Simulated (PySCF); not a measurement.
**Chromium: a sound run and one with changed settings**

Sound run: Cr⁺ [Ar] 3d5, Cr²⁺ [Ar] 3d4. Calculation: PySCF 2.14, in cc-pVDZ-DK; scalar relativity by spin-free X2C-1e. In the sound run the correlated levels freeze [Ar]. The sound run starts from symmetry-adapted Hartree-Fock orbitals and uses a fine grid where one is needed.

Changed run: basis STO-3G, all-electron and non-relativistic. This setting is unsound on purpose.

```tsv
species	method	sound run (hartree)	changed run (hartree)	converged
Cr⁺	UHF	-1049.43261	-1032.00295	yes
Cr⁺	TPSS	-1050.54318	-1032.86121	yes
Cr⁺	BP86	-1050.66202	-1032.91934	yes
Cr⁺	MP2	-1049.49807	-1032.00330	yes
Cr²⁺	UHF	-1048.87898	-1031.74017	yes
Cr²⁺	TPSS	-1049.92593	-1032.57933	yes
Cr²⁺	BP86	-1050.03298	-1032.63296	yes
Cr²⁺	MP2	-1048.91035	-1031.74029	yes
```

Ionisation energy of Cr⁺:

```
 method  sound run (eV)  changed run (eV)
    UHF          15.065             7.151
   TPSS          16.796             7.671
   BP86          17.117             7.793
    MP2          15.993             7.157
SCS-MP2          15.374             7.153
```

A minimal basis cannot let orbitals breathe on ionisation and holds almost no correlation. The Hamiltonian changed with the basis, so the totals do not compare.

For comparison, NIST gives 16.486 eV between the lowest levels.
